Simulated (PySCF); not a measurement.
**Ni2Se: from structure and modes to constants**

These are results of PySCF, UB3LYP, basis Se def2-SVP, Ni def2-SVP (no relativity, density fitting), not measurements.

The triplet minimum has C2v symmetry. Masses (u): Se 79.91652, Ni 57.93535.

```xyz
3
charge 0 multiplicity 3, angstrom
Se    0.0000    0.0000   -1.0865
Ni    1.2546    0.0000    0.7491
Ni   -1.2546    0.0000    0.7491
```

Harmonic wavenumbers (cm⁻¹): 118.8 (a1, ×1), 258.0 (b2, ×1), 335.7 (a1, ×1).

(1) Find the principal moments of inertia and the rotational constants. What kind of rotor is it?

(2) What is the harmonic zero-point energy?

(3) Find the vibrational entropy and heat capacity at 298.15 K.

Answers

(1) About the centre of mass I = 159.36, 182.37, 341.73 u Å². With B = 16.8576/I this gives 0.1058, 0.09244, 0.04933 cm⁻¹. The molecule is an asymmetric top with κ = 0.53.

(2) Half the sum of all 3 wavenumbers, 712/2 = 356 cm⁻¹, which is 4.3 kJ/mol (1 cm⁻¹ = 0.0119627 kJ/mol).

(3) With u = 1.43878 ω/T, each mode gives S = R[u/(eᵘ−1) − ln(1−e⁻ᵘ)] and C = R u² eᵘ/(eᵘ−1)².
```
ω (cm⁻¹)      u  S (J/(mol K))  C (J/(mol K))
   118.8  0.573          13.05           8.09
   258.0  1.245           7.01           7.32
   335.7  1.620           5.16           6.71
```
The sums over all modes are S = 25.2 and C = 22.1 J/(mol K); the softest mode gives 52 % of the entropy.

Other isomers or separated fragments may lie lower. With open d or f shells other occupations or spin states may lie lower.
